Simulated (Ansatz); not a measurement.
Basis sets compared for Sn₄Ge₂H₁₂, an alloyed cluster cut from the lattice of tin (2 Ge, core). The state is a singlet with charge 0. Geometry PBE-D4/def2-SVP. Ansatz on 4 threads of Intel Xeon Platinum 8488C on a shared host; times are rough, and most runs start from earlier orbitals.

```xyz
18

Ge    1.618   -1.898    0.028
Sn   -1.198    0.204    2.264
Sn   -1.225    0.706   -2.279
Sn    1.331   -0.457   -2.156
Sn   -1.819    1.962    0.164
Ge    1.318   -0.537    2.039
H     3.022   -2.573    0.033
H     0.556   -3.035    0.036
H    -1.493    0.928    3.814
H    -2.199   -1.210    2.150
H    -1.318    1.830   -3.599
H    -2.404   -0.531   -2.577
H     2.523    0.803   -2.149
H     1.624   -1.438   -3.558
H    -0.846    3.390    0.323
H    -3.480    2.463    0.231
H     2.221    0.727    1.936
H     1.770   -1.334    3.299
```

In the def2 sets Sn takes a core potential; there is no spin–orbit coupling.

Binding counts from free atoms (Ge triplet, Sn triplet, H doublet) in the same basis, without a counterpoise term.

| level | functions | energy (Eh) | HOMO (eV) | LUMO (eV) | binding per atom (eV) | wall time |
| --- | --- | --- | --- | --- | --- | --- |
| PBE-D4/def2-SVP | 228 | -5017.2652 | -6.20 | -1.99 | 2.45 | 2.5 s |
| PBE0-D4/def2-SVP | 228 | -5017.4347 | -7.10 | -1.23 | 2.45 | 7 s |

Question: Estimate the rows for PBE-D4/def2-TZVP, PBE0-D4/def2-TZVP.

Answer: 
```csv
level,functions,energy (Eh),HOMO (eV),LUMO (eV),binding per atom (eV),wall time
PBE-D4/def2-TZVP,368,-5017.8257,-6.25,-2.13,2.46,5.5 s
PBE0-D4/def2-TZVP,368,-5017.9883,-7.12,-1.34,2.47,17 s
```
